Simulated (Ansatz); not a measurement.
Gas-phase electronic energies from Ansatz, PBE0-D4/def2-TZVP geometries. CBS: MP2 limit from def2 TZ/QZ plus the TZ coupled-cluster correction, frozen cores. This one scheme is used for every species. Functionals use def2-TZVPP. B3LYP here is the variant with VWN-RPA as its local correlation; programs differ in this. For Ge outer-core shells are correlated without core-valence functions, which leaves a few kJ/mol of doubt a bond. Scalar relativity is left out up to krypton.

`C#[C][Ge]([CH3])([F])[F]` → `C#CF` + `[CH3][Ge][F]`  (germylene formation by 1,1-elimination)

| level | ΔE (kJ/mol) |
| --- | --- |
| B3LYP-D4 | 313.9 |
| r2SCANh-D4 | 347.7 |
| BHLYP-D4 | 341.6 |
| CAM-B3LYP-D4 | 327.6 |
| revPBE | 285.6 |
| B3LYP | 301.2 |
| RPA@PBE/def2-TZVPP | 343.6 |
| CCSD/CBS(def2) | 345.2 |

Question: What does CCSD(T)/CBS give? (An estimate is asked.)

Answer: Ansatz gave: +347.2 kJ/mol. The listed levels differ from it by -33.3, 0.5, -5.6, -19.6, -61.6, -46.0, -3.6, -2.0 kJ/mol.

Largest T1 diagnostic among the species: 0.013.

Leaving LDA and LC-ωPBE aside and taking each functional with its dispersion term where it has one, the values, not all of them listed here, spread over 70.0 kJ/mol, from BLYP-D4 to PBE-QIDH. LDA lies +23.4 kJ/mol from PBE without D4. From r2SCAN to r2SCAN0 (25 % exact exchange), in def2-TZVPP and without D4, ΔE moves by +8.5 kJ/mol.

CCSD(T)/CBS has its own doubt, a few kJ/mol and more with outer-core shells, so smaller differences from it don't rank the levels.
